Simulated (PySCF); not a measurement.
Run record: excited-state job, `[H]/N=C(\CC#N)CC#C[SiH3]`.

Computed with TDDFT CAM-B3LYP/def2-SVPD, vertical, gas phase, core orbitals frozen in the response (PySCF 2.14.0, density-fitted response routines). Geometry: GFN2-xTB. The command runs a driver script over a list of jobs; the input below is this job's line of settings and its coordinates in Å.

Command:
```bash
OMP_NUM_THREADS=1 python probes_run.py task.json out
```

Input:
```
{"job": {"kind": "uv", "xc": "CAM-B3LYP", "basis": "def2-SVPD", "nstates": 8, "ntriplets": 3}, "charge": 0, "multiplicity": 1}
N      2.776801    -2.457256     0.275400
C      2.300277    -1.450996     0.534830
C      1.707940    -0.169993     0.815906
C      1.509447     0.590503    -0.491271
N      2.118988     1.622037    -0.848485
C      0.465836     0.006078    -1.405112
C     -0.830811     0.007181    -0.752505
C     -1.883660     0.025124    -0.166768
Si    -3.517967     0.050026     0.693195
H      0.733932    -0.327848     1.289642
H      2.361838     0.384100     1.496222
H      2.820792     1.987649    -0.209747
H      0.742685    -1.023919    -1.655859
H      0.424674     0.601061    -2.319771
H     -4.241419     1.250422     0.270517
H     -3.250365     0.084384     2.135299
H     -4.245986    -1.166523     0.328595
```

Problem. What does the run print?

Solution. 
```
coarse grid: 15224 points
cycle   1  E = -631.6197561603  dE =  1.306e+00  |g| = 6.932e-01  |ddm| = 1.084e+01
cycle   2  E = -631.4440842002  dE =  1.757e-01  |g| = 1.181e+00  |ddm| = 4.285e+00
cycle   3  E = -631.7432326055  dE = -2.991e-01  |g| = 9.683e-02  |ddm| = 2.109e+00
cycle   4  E = -631.7451295561  dE = -1.897e-03  |g| = 5.626e-02  |ddm| = 3.341e-01
cycle   5  E = -631.7458133451  dE = -6.838e-04  |g| = 2.034e-02  |ddm| = 1.595e-01
cycle   6  E = -631.7459014807  dE = -8.814e-05  |g| = 3.438e-03  |ddm| = 5.326e-02
cycle   7  E = -631.7459053931  dE = -3.912e-06  |g| = 1.143e-03  |ddm| = 1.406e-02
final grid: 144136 points
cycle   8  E = -631.8466231107  dE = -3.321e-05  |g| = 2.571e-03  |ddm| = 1.428e-01
cycle   9  E = -631.8466238677  dE = -7.570e-07  |g| = 2.113e-03  |ddm| = 1.617e-02
cycle  10  E = -631.8466248954  dE = -1.028e-06  |g| = 6.813e-04  |ddm| = 5.074e-03
cycle  11  E = -631.8466249882  dE = -9.288e-08  |g| = 2.614e-04  |ddm| = 1.121e-03
cycle  12  E = -631.8466250036  dE = -1.535e-08  |g| = 4.333e-05  |ddm| = 6.681e-04
cycle  13  E = -631.8466250041  dE = -5.161e-10  |g| = 1.980e-05  |ddm| = 1.493e-04
converged SCF energy = -631.8466250041

Static polarisability (au): isotropic 106.346, principal 85.885 100.515 132.636

Singlet excitations
state   eV       nm        f      main configurations
  1   5.2623    235.6   0.00571   H->L 0.61, H-2->L 0.25
  2   5.9847    207.2   0.00007   H-1->L 0.35, H-1->L+3 0.21, H->L+2 0.11
  3   6.2805    197.4   0.00400   H->L+2 0.24, H-1->L+3 0.14, H-2->L 0.13
  4   6.3659    194.8   0.00304   H-1->L+2 0.23, H->L+2 0.19, H-2->L+2 0.13
  5   7.1450    173.5   0.01740   H->L+1 0.40, H-2->L 0.16, H->L 0.14
  6   7.1990    172.2   0.01122   H-1->L 0.46, H-1->L+3 0.24, H-1->L+4 0.11
  7   7.2462    171.1   0.02951   H->L+1 0.29, H-2->L 0.26, H->L+4 0.09
  8   7.3919    167.7   0.00374   H-1->L+1 0.68, H-1->L+3 0.12

Triplet excitations (Tamm-Dancoff, eV): 4.4856 5.0906 5.3005
```

The SCF starts on a coarse grid where the log names one; the energy can jump when the final grid takes over, and dE then counts from the start density on the new grid. H and L stand for HOMO and LUMO; the number after each pair is its weight.

Problem. Which computed singlet has the largest oscillator strength, and what do all of them sum to?

Solution. State 7 at 7.25 eV (171 nm), f = 0.030; the 8 states sum to 0.075.

Problem. How does the lowest singlet excitation compare with the HOMO–LUMO gap?

Solution. HOMO -9.24 eV and LUMO 0.15 eV give a gap of 9.39 eV; S1 at 5.26 eV lies 4.13 eV below it.

In short: HOMO -9.24 eV, LUMO 0.15 eV; lowest singlet 5.26 eV; lowest triplet 4.49 eV (Tamm–Dancoff); mean polarisability 106.3 au.

Problem. Estimate the wall time. Hardware: an Arm Neoverse V2 with one thread, shared host. And the peak memory of the process?

Solution. About 81 s (density and orbital grids were written too), with 1.2 GiB resident at the peak, the Python interpreter and its libraries included.

One conformer stands for the species.
Labels such as C1 count atoms from 1, the log's own numbers from 0.
